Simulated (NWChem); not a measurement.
System: N-methylmethanimine (C2H5N); SMILES C=NC

The following NWChem deck was run.

```
start job
memory heap 200 mb stack 900 mb global 1100 mb
geometry units angstroms
  C     -0.122660     1.135780     0.000000
  N      0.539145    -0.137443     0.000000
  C     -0.164630    -1.184008     0.000000
  H      0.200402     1.714094     0.880980
  H      0.200402     1.714094    -0.880980
  H     -1.230277     1.075240     0.000000
  H     -1.275026    -1.175491     0.000000
  H      0.324506    -2.169141     0.000000
end
basis spherical
  * library def2-svp
end
dft
  xc slater vwn_5
  iterations 150
end
driver
  maxiter 120
end
task dft optimize
task dft freq
```

Parts of the log:

```
             Northwest Computational Chemistry Package (NWChem) 7.3.0
             --------------------------------------------------------

 CS  symmetry detected

                             Geometry "geometry" -> ""
                             -------------------------

 Output coordinates in angstroms (scale by  1.889725989 to convert to a.u.)

  No.       Tag          Charge          X              Y              Z
 ---- ---------------- ---------- -------------- -------------- --------------
    1 C                    6.0000    -0.12976326     1.14012236     0.00000000
    2 N                    7.0000     0.52739241    -0.13550654     0.00000000
    3 C                    6.0000    -0.18019595    -1.17949709     0.00000000
    4 H                    1.0000     0.19540638     1.71725393     0.88098000
    5 H                    1.0000     0.19540638     1.71725393    -0.88098000
    6 H                    1.0000    -1.23759375     1.08362353     0.00000000
    7 H                    1.0000    -1.29055349    -1.16692924     0.00000000
    8 H                    1.0000     0.30534286    -2.16640798     0.00000000

 Effective nuclear repulsion energy (a.u.)      72.2350758756

      Symmetry information
      --------------------

 Group name             Cs
 Group number              2
 Group order               2
 No. of unique centers     7

                                Z-matrix (autoz)
                                --------

 Units are Angstrom for bonds and degrees for angles

      Type          Name      I     J     K     L     M      Value
      ----------- --------  ----- ----- ----- ----- ----- ----------
    1 Stretch                  1     2                       1.43495
    2 Stretch                  1     4                       1.10224
    3 Stretch                  1     5                       1.10224
    4 Stretch                  1     6                       1.10927
    5 Stretch                  2     3                       1.26119
    6 Stretch                  3     7                       1.11043
    7 Stretch                  3     8                       1.09988
    8 Bend                     1     2     3               118.61584
    9 Bend                     2     1     4               109.29061
   10 Bend                     2     1     5               109.29061
   11 Bend                     2     1     6               114.33628
   12 Bend                     2     3     7               123.47986
   13 Bend                     2     3     8               119.67546
   14 Bend                     4     1     5               106.11907
   15 Bend                     4     1     6               108.74111
   16 Bend                     5     1     6               108.74111
   17 Bend                     7     3     8               116.84468
   18 Torsion                  1     2     3     7           0.00000
   19 Torsion                  1     2     3     8         180.00000
   20 Torsion                  3     2     1     4         122.13425
   21 Torsion                  3     2     1     5        -122.13425
   22 Torsion                  3     2     1     6           0.00000

                           NWChem Geometry Optimization
                           ----------------------------

 maximum gradient threshold         (gmax) =   0.000450
 rms gradient threshold             (grms) =   0.000300
 maximum cartesian step threshold   (xmax) =   0.001800
 rms cartesian step threshold       (xrms) =   0.001200
 fixed trust radius                (trust) =   0.300000
 source of zmatrix                         =   autoz

          -------------------
          Energy Minimization
          -------------------

 Using diagonal initial Hessian
 Scaling for Hessian diagonals: bonds = 1.00  angles = 0.25  torsions = 0.10

          --------
          Step   0

                                 NWChem DFT Module
                                 -----------------

[...]

      ----------------------
      Optimization converged
      ----------------------

  Step       Energy      Delta E   Gmax     Grms     Xrms     Xmax
  ---- ---------------- -------- -------- -------- -------- --------
@    3    -132.63846453 -2.6D-06  0.00013  0.00005  0.00072  0.00178
                                     ok       ok       ok       ok

                                Z-matrix (autoz)
                                --------

 Units are Angstrom for bonds and degrees for angles

      Type          Name      I     J     K     L     M      Value     Gradient
      ----------- --------  ----- ----- ----- ----- ----- ---------- ----------
    1 Stretch                  1     2                       1.42055    0.00005
    2 Stretch                  1     4                       1.11334    0.00003
    3 Stretch                  1     5                       1.11334    0.00003
    4 Stretch                  1     6                       1.12344    0.00009
    5 Stretch                  2     3                       1.26366    0.00010
    6 Stretch                  3     7                       1.12520    0.00013
    7 Stretch                  3     8                       1.11103    0.00006
    8 Bend                     1     2     3               118.67447    0.00006
    9 Bend                     2     1     4               109.72538   -0.00001
   10 Bend                     2     1     5               109.72538   -0.00001
   11 Bend                     2     1     6               114.33915   -0.00005
   12 Bend                     2     3     7               122.76154   -0.00001
   13 Bend                     2     3     8               120.08552    0.00002
   14 Bend                     4     1     5               105.32392    0.00004
   15 Bend                     4     1     6               108.66548    0.00002
   16 Bend                     5     1     6               108.66548    0.00002
   17 Bend                     7     3     8               117.15294   -0.00001
   18 Torsion                  1     2     3     7           0.00000   -0.00000
   19 Torsion                  1     2     3     8         180.00000    0.00000
   20 Torsion                  3     2     1     4         122.36735   -0.00002
   21 Torsion                  3     2     1     5        -122.36735    0.00002
   22 Torsion                  3     2     1     6           0.00000    0.00000

                         Geometry "geometry" -> "geometry"
                         ---------------------------------

 Output coordinates in angstroms (scale by  1.889725989 to convert to a.u.)

[...]

 Rotational Constants
 --------------------
 A=   1.789517 cm-1  (  2.574658 K)
 B=   0.358149 cm-1  (  0.515285 K)
 C=   0.316099 cm-1  (  0.454785 K)

 Temperature                      =   298.15K
 frequency scaling parameter      =   1.0000

 Zero-Point correction to Energy  =   41.142 kcal/mol  (  0.065563 au)
 Thermal correction to Energy     =   43.582 kcal/mol  (  0.069452 au)
 Thermal correction to Enthalpy   =   44.174 kcal/mol  (  0.070396 au)

 Total Entropy                    =   62.126 cal/mol-K
   - Translational                =   37.189 cal/mol-K (mol. weight =  43.0422)
   - Rotational                   =   21.594 cal/mol-K (symmetry #  =        1)
   - Vibrational                  =    3.343 cal/mol-K

 Cv (constant volume heat capacity) =   12.003 cal/mol-K
   - Translational                  =    2.979 cal/mol-K
   - Rotational                     =    2.979 cal/mol-K
   - Vibrational                    =    6.044 cal/mol-K

[normal modes left out]

 ----------------------------------------------------------------------------
 Normal Eigenvalue ||           Projected Infra Red Intensities
  Mode   [cm**-1]  || [atomic units] [(debye/angs)**2] [(KM/mol)] [arbitrary]
 ------ ---------- || -------------- ----------------- ---------- -----------
    1       -0.000 ||    0.001579           0.036         1.539       1.221
    2       -0.000 ||    0.004270           0.099         4.162       3.303
    3       -0.000 ||    0.000519           0.012         0.506       0.401
    4       -0.000 ||    0.001011           0.023         0.986       0.782
    5       -0.000 ||    0.000670           0.015         0.653       0.518
    6        0.000 ||    0.000055           0.001         0.054       0.043
    7      244.343 ||    0.011060           0.255        10.782       8.556
    8      448.484 ||    0.006994           0.161         6.818       5.411
    9      682.860 ||    0.001862           0.043         1.816       1.441
   10     1004.771 ||    0.017721           0.409        17.276      13.709
   11     1019.370 ||    0.017646           0.407        17.202      13.651
   12     1075.059 ||    0.000049           0.001         0.048       0.038
   13     1080.720 ||    0.000482           0.011         0.470       0.373
   14     1170.678 ||    0.030798           0.711        30.023      23.825
   15     1336.029 ||    0.001846           0.043         1.799       1.428
   16     1368.347 ||    0.007040           0.162         6.863       5.446
   17     1377.697 ||    0.009691           0.224         9.447       7.497
   18     1413.756 ||    0.018886           0.436        18.411      14.611
   19     1757.154 ||    0.017137           0.395        16.706      13.257
   20     2862.548 ||    0.042136           0.972        41.076      32.596
   21     2866.496 ||    0.082427           1.902        80.354      63.766
   22     3000.468 ||    0.011476           0.265        11.187       8.878
   23     3030.399 ||    0.003649           0.084         3.557       2.823
   24     3053.581 ||    0.021234           0.490        20.700      16.427
 ----------------------------------------------------------------------------
```

Level: LDA (Slater exchange, VWN5)/def2-SVP.
